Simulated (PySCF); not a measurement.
Gas-phase reaction: 2 AgH ⇌ Ag2 + H2

Energies from PySCF (xtb for GFN2), thermal terms from the rigid-rotor harmonic-oscillator model, ideal gas at 1 bar. † marks an energy on the PBE0/def2-TZVP geometry and frequencies; other levels use their own. MP2 and CCSD(T) freeze the core. All species are closed-shell singlets. Ag: scalar-relativistic def2 core potential, no spin-orbit coupling. MP2 isn't extrapolated to the basis-set limit; its ΔH°(298 K) is -161.7 kJ in def2-SVP and -155.2 kJ in def2-TZVPP. CCSD(T) isn't extrapolated to the basis-set limit; its ΔH°(298 K) is -147.6 kJ in def2-SVP and -134.8 kJ in def2-TZVPP. The harmonic model lacks anharmonicity and excited electronic states, which grow with temperature; levels with a mode under 35 cm⁻¹ are left out. Warning, large T1 diagnostic: AgH (CCSD(T)/def2-TZVPP†).

ΔH° and ΔS° at 298 K: CCSD(T)/def2-TZVPP† -135 kJ, -21 J/K; GFN2-xTB 31 kJ, -18 J/K; M06-2X/def2-TZVP† -174 kJ, -21 J/K; MP2/def2-SVP† -162 kJ, -21 J/K.

Q: With the heat capacities included, give log10 K (1 bar) at 800, 1000, 1600, 2000, 2500 K from CCSD(T)/def2-TZVPP†, GFN2-xTB, M06-2X/def2-TZVP†, MP2/def2-SVP†.

A: 
| T (K) | CCSD(T)/def2-TZVPP† | GFN2-xTB | M06-2X/def2-TZVP† | MP2/def2-SVP† |
|---|---|---|---|---|
| 800 | 7.8 | -2.9 | 10.4 | 9.6 |
| 1000 | 6.1 | -2.5 | 8.2 | 7.5 |
| 1600 | 3.5 | -1.9 | 4.8 | 4.4 |
| 2000 | 2.6 | -1.7 | 3.7 | 3.3 |
| 2500 | 1.9 | -1.5 | 2.7 | 2.5 |
